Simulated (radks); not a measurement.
Q: The bromine ion Br12+, 23 electrons, occupied as [Ar] 3d3 4s2 (not the ground configuration). Calculated with a radial shooting solver on a logarithmic mesh with Libxc functionals: Dirac Kohn-Sham, BLYP, spin-unpolarised, spherical densities, point nucleus; open shells fill j = l - 1/2 first. Some entries of the table are withheld. Estimate them.

orbital,occ.,eigenvalue (eV),r(max) (bohr),<1/r> (bohr^-1)
1s1/2,2,-13701.25,0.02791,35.66
2s1/2,2,-2122.651,0.1592,7.975
2p1/2,2,-1951.209,0.1252,(1)
2p3/2,4,-1903.579,0.1284,(2)
3s1/2,2,-571.3628,(3),2.838
3p1/2,2,(4),0.4510,2.756
3p3/2,4,(5),0.4582,2.696
3d3/2,3,(6),0.3855,(7)
3d5/2,0,(8),0.3874,(9)
4s1/2,2,-237.4945,(10),1.275

A: 
(1) 2p1/2 <1/r> (bohr^-1): 7.935
(2) 2p3/2 <1/r> (bohr^-1): 7.676
(3) 3s1/2 r(max) (bohr): 0.4649
(4) 3p1/2 eigenvalue (eV): -511.7928
(5) 3p3/2 eigenvalue (eV): -503.2219
(6) 3d3/2 eigenvalue (eV): -404.2710
(7) 3d3/2 <1/r> (bohr^-1): 2.541
(8) 3d5/2 eigenvalue (eV): -402.6523
(9) 3d5/2 <1/r> (bohr^-1): 2.526
(10) 4s1/2 r(max) (bohr): 1.063
